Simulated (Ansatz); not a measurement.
# Molecular dynamics of BClF3H

Input:

```yaml
crystal:
  periodic: [false, false, false]
  atoms:
    - { symbol: B, position_ang: [0.011033, -0.198457, 0.045281] }
    - { symbol: Cl, position_ang: [0.003136, 0.222236, 2.023653] }
    - { symbol: F, position_ang: [1.156579, 0.161626, -0.527473] }
    - { symbol: F, position_ang: [-1.156561, 0.092777, -0.521947] }
    - { symbol: F, position_ang: [0.058418, -1.72332, 0.429809] }
    - { symbol: H, position_ang: [0.047696, -1.284059, 1.501375] }
basis:
  gaussian: { orbitals: def2-SVP }
hamiltonian:
  xc: pbe
  dispersion: d4
md:
  timestep: 0.5
  n_steps: 200
  ensemble: nve
  temperature: 300.0
  initial_velocities: maxwell_boltzmann
  seed: 4347
```

Command:

```bash
$ ansatz run input.yaml --threads 1 --pin off --max-ram 2048MiB --backend cpu --events-out ev --progress --plain --runs-dir out
```

It starts at the highest image of a converged band, a first-order saddle point between two minima.

Output, in part (step lines, the closing report, with atoms numbered from 0):

```
md step     0: t =     0.00 fs  T =   300.0 K  F+E_penalty+E_count = -21345.39753800 eV  E_kin = 0.155112 eV  conserved = -21345.24242600 eV  (25 SCF iters)
[... lines left out ...]
Total energy: -21345.47632616 eV, -784.4317865029 hartree
Atom 0 at    -0.001845     0.358502     0.203645 Å, force     0.269186    -0.540919     0.197446 eV/Å
Atom 1 at    -0.018980     0.417164     1.956514 Å, force     0.143024     0.054124     0.203725 eV/Å
Atom 2 at     1.114872     0.300070    -0.483298 Å, force     0.619431     0.141392     0.000651 eV/Å
Atom 3 at    -1.123738     0.315417    -0.452050 Å, force    -1.026684     0.139411    -0.426104 eV/Å
Atom 4 at     0.094951    -2.700148     0.365628 Å, force     0.223290     0.300900     0.530587 eV/Å
Atom 5 at     0.442480    -2.507057     1.223926 Å, force    -0.228247    -0.094908    -0.506305 eV/Å
Dipole moment:     0.127433     0.054431     0.344403 e Å
```

The steps, from the saved trajectory:

```
time (fs)  T (K)  potential energy less start (eV)  conserved less start (meV/atom)
      0.0    300                             0.000                             0.00
      3.0    217                             0.043                             0.03
      6.0    109                             0.099                             0.05
      9.0    118                             0.094                             0.03
     12.0    158                             0.073                             0.03
     15.0    194                             0.055                             0.04
     18.0    229                             0.037                             0.00
     21.0    177                             0.064                             0.07
     24.0    258                             0.022                            -0.01
     27.0    287                             0.007                             0.06
     30.0    438                            -0.072                            -0.04
     33.0    493                            -0.100                             0.01
     36.0    520                            -0.114                             0.04
     39.0    581                            -0.146                            -0.04
     42.0    535                            -0.121                             0.11
     45.0    602                            -0.156                             0.00
     48.0    639                            -0.176                            -0.02
     51.0    606                            -0.158                             0.12
     54.0    664                            -0.188                             0.00
     57.0    707                            -0.211                            -0.05
     60.0    674                            -0.193                             0.11
     63.0    692                            -0.203                             0.03
     66.0    713                            -0.214                            -0.10
     69.0    626                            -0.168                             0.05
     72.0    576                            -0.142                             0.08
     75.0    614                            -0.163                            -0.12
     78.0    566                            -0.138                            -0.04
     81.0    504                            -0.105                             0.11
     84.0    567                            -0.139                            -0.08
     87.0    583                            -0.147                            -0.11
     90.0    509                            -0.107                             0.09
     93.0    510                            -0.108                             0.01
     96.0    507                            -0.108                            -0.11
     99.0    413                            -0.058                             0.05
```

All steps were run. The conserved energy stayed within 0.14 meV per atom of its start (net change -0.089 meV per atom), so the integration is sound. The kinetic energy rose, since the run started high on the potential surface and went downhill. It ends in pieces (BClF2 + FH), so much of that is their flight and rotation, not heat. A run of 0.1 ps of so small a system gives no equilibrium averages. The orbitals stay closed-shell, which can raise the energy where a bond breaks towards radicals; this wasn't checked here.

Between its relaxed ends the band would form B1–F5, Cl2–H6 and break B1–Cl2, F5–H6. These pairs go: B1–F5 1.57 → 3.06 Å, Cl2–H6 1.59 → 3.05 Å, B1–Cl2 2.02 → 1.75 Å, F5–H6 1.16 → 0.95 Å. In the last frame they stand as before the step (other bonds may differ from the relaxed reactants and products). It ends as BClF2 + FH. Pairs count as bonded within 1.25 times the sum of covalent radii (0.12 Å more for H–H).

Last frame:

```xyz
6
Properties=species:S:1:pos:R:3
B -0.002 0.358 0.204
Cl -0.019 0.417 1.956
F 1.115 0.300 -0.483
F -1.124 0.315 -0.452
F 0.095 -2.700 0.366
H 0.443 -2.507 1.224
```

The run took 5.5 min on 1 thread of Arm Neoverse V2 (shared host), peak memory 0.14 GiB.
